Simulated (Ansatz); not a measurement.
Geometry optimisation, DFT PBE, scalar-relativistic, plane waves, PAW (Ansatz).

The input (input.yaml):

```yaml
crystal:
  lattice:
    - [0.0, 5.43, 5.43]
    - [5.43, 0.0, 5.43]
    - [5.43, 5.43, 0.0]
  atoms:
    - { symbol: Si, position: [0.0, 0.0, 0.0] }
    - { symbol: Si, position: [0.125, 0.125, 0.125] }
    - { symbol: Si, position: [0.0, 0.0, 0.5] }
    - { symbol: Si, position: [0.125, 0.125, 0.625] }
    - { symbol: Si, position: [0.0, 0.5, 0.0] }
    - { symbol: Si, position: [0.125, 0.625, 0.125] }
    - { symbol: Si, position: [0.0, 0.5, 0.5] }
    - { symbol: Si, position: [0.125, 0.625, 0.625] }
    - { symbol: Si, position: [0.5, 0.0, 0.0] }
    - { symbol: Si, position: [0.625, 0.125, 0.125] }
    - { symbol: Si, position: [0.5, 0.0, 0.5] }
    - { symbol: Si, position: [0.625, 0.125, 0.625] }
    - { symbol: Si, position: [0.5, 0.5, 0.0] }
    - { symbol: Si, position: [0.625, 0.625, 0.125] }
    - { symbol: Si, position: [0.5, 0.5, 0.5] }
    - { symbol: Si, position: [0.625, 0.625, 0.625] }
    - { symbol: Cu, position: [0.35759156, 0.88721073, 0.37112245], spin: 1.0 }
magnetization:
  spin_polarized: true
basis:
  ecutwfc: 420.0
kpoints:
  mp_grid: { grid: [2, 2, 2] }
hamiltonian:
  xc: pbe
  pseudopotentials: { kind: paw, azcp: { folder: soft_1 } }
scf:
  occupations: { method: fermi_dirac, width: 0.02 }
  lower_state_search: "off"
relax:
  f_tol: 0.03
  max_steps: 60
  adjacent_minimum: "off"
```

Command:

```bash
$ ansatz run input.yaml --threads 2 --pin off --max-ram 5120MiB --backend cpu --events-out ev --progress --plain --runs-dir out
```

Q: Where does it end, and by what steps?

A: It converged. Limits of this set-up: coarse k mesh. After 5 steps the energy has fallen by 0.089 eV; Cu17 moved furthest, 0.09 Å.

```tsv
step	energy less start (eV)	largest force component (eV/Å)	accepted
0	0.0000	0.794	yes
1	-0.0672	0.331	yes
2	-0.0851	0.121	yes
3	-0.0879	0.049	yes
4	-0.0879	0.041	yes
5	-0.0890	0.003	yes
```

```xyz
17
Lattice="0.0000 5.4300 5.4300 5.4300 0.0000 5.4300 5.4300 5.4300 0.0000" Properties=species:S:1:pos:R:3
Si -0.005 0.005 -0.007
Si 1.359 1.346 1.353
Si 2.747 2.681 -0.033
Si 4.082 4.069 1.349
Si 2.718 0.003 2.716
Si 4.070 1.363 4.070
Si 5.429 2.715 2.713
Si 6.796 4.066 4.061
Si -0.024 2.686 2.738
Si 1.353 4.071 4.080
Si 2.732 5.443 2.729
Si 4.084 6.761 4.072
Si 2.714 2.716 5.428
Si 4.064 4.068 6.792
Si 5.423 5.435 5.420
Si 6.790 6.795 6.789
Cu 6.804 4.036 6.789
```

The run took 84 s on 2 threads of Arm Neoverse V1 (shared host), peak memory 0.74 GiB.
